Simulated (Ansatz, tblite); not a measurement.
Forces on the cluster In2N3⁻ at its PBE0-D4/def2-SVPD geometry. Total charge -1; singlet.

In the def2 sets In takes a core potential; there is no spin–orbit coupling. The xTB rows come from tblite. The restricted singlet is unstable towards broken spin symmetry in Hartree–Fock (as tested in another run); at PBE-D4/def2-TZVPD this wasn't settled. At PBE-D4/def2-TZVPD an occupied level of the charge -1 singlet lies above an empty one (by up to 0.15 eV), so this SCF solution is probably not the lowest. Another isomer (quintet) lies 6.37 eV lower at PBE0-D4/def2-TZVPD; other spin states weren't run for this one.

GFN1-xTB (tblite), largest force 3.00 eV/Å:

```xyz
5
positions Å, forces eV/Å
In    0.006   -0.649   -0.347    0.016   -1.621   -0.866
In   -0.017    1.768    0.945   -0.025    2.649    1.416
N     0.022   -2.391   -1.278    0.015   -1.604   -0.857
N     0.064   -0.128    1.769    0.062   -0.412    1.464
N    -0.076    1.399   -1.090   -0.067    0.987   -1.156
```

GFN2-xTB (tblite), largest force 1.27 eV/Å:

```
In 0.011 -1.124 -0.601
In -0.005 0.571 0.305
N 0.000 0.001 0.001
N -0.022 0.491 -0.257
N 0.017 0.060 0.551
```

PBE-D4/def2-TZVPD (Ansatz), largest force 0.55 eV/Å:

```
In 0.004 -0.484 -0.259
In -0.004 0.410 0.219
N -0.001 0.161 0.086
N -0.008 0.048 -0.194
N 0.009 -0.135 0.148
```
